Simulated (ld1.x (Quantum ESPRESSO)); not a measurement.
# Transferability test, ultrasoft potential for N (Z = 7)

| Property | Result |
| --- | --- |
| Element | N (Z = 7) |
| Generator | ld1.x (Quantum ESPRESSO) 7.5 |
| Type | ultrasoft |
| Functional | LDA (PZ) |
| Relativity | scalar-relativistic |
| Frozen core | [He] |
| Valence charge | 5 |
| Reference configuration | 2s1.75 2p3.25 |
| Partial waves | 2s (bound): rcut 1.15, rcutus 1.25 bohr; 2s channel at 3.2 Ry: rcut 1.15, rcutus 1.25 bohr; 2p (bound): rcut 1.50, rcutus 1.60 bohr; 2p channel at 0.45 Ry: rcut 1.50, rcutus 1.60 bohr |
| Local potential | all-electron potential smoothed inside 0.95 bohr (lloc = -1) |
| Core correction | none |
| Augmentation charge | built from norm-conserving waves at rcut, not smoothed further |

Energies are relative to the spin-unpolarised reference configuration 2s1.75 2p3.25; without spin polarisation the order of configurations can differ from experiment. Spin-polarised rows fill each open shell by Hund’s rule, majority spin first.

```json
{"valence configuration": "2s2 2p3", "charge": "0", "ΔE all-electron (eV)": "-2.797", "error AE − PS (meV)": "+0.9"}
{"valence configuration": "2s2 2p2", "charge": "+1", "ΔE all-electron (eV)": "10.935", "error AE − PS (meV)": "+27"}
{"valence configuration": "2s2 2p1", "charge": "+2", "ΔE all-electron (eV)": "39.905", "error AE − PS (meV)": "+185"}
{"valence configuration": "2s0 2p5", "charge": "0", "ΔE all-electron (eV)": "19.656", "error AE − PS (meV)": "+45"}
{"valence configuration": "2s1 2p3", "charge": "+1", "ΔE all-electron (eV)": "22.388", "error AE − PS (meV)": "-3.9"}
{"valence configuration": "2s1 2p4", "charge": "0", "ΔE all-electron (eV)": "8.407", "error AE − PS (meV)": "+8.0"}
{"valence configuration": "2s2 2p2.5", "charge": "+0.5", "ΔE all-electron (eV)": "2.370", "error AE − PS (meV)": "+6.9"}
{"valence configuration": "2s1.75 2p3.25 (spin-polarised)", "charge": "0", "ΔE all-electron (eV)": "-2.957", "error AE − PS (meV)": "+268"}
{"valence configuration": "2s2 2p3 (spin-polarised)", "charge": "0", "ΔE all-electron (eV)": "-5.689", "error AE − PS (meV)": "+258"}
```

Levels in the configuration 2s2 2p2.5:

| level | all-electron (eV) | pseudo (eV) |
| --- | --- | --- |
| 2s | -24.936 | -24.938 |
| 2p | -13.584 | -13.562 |
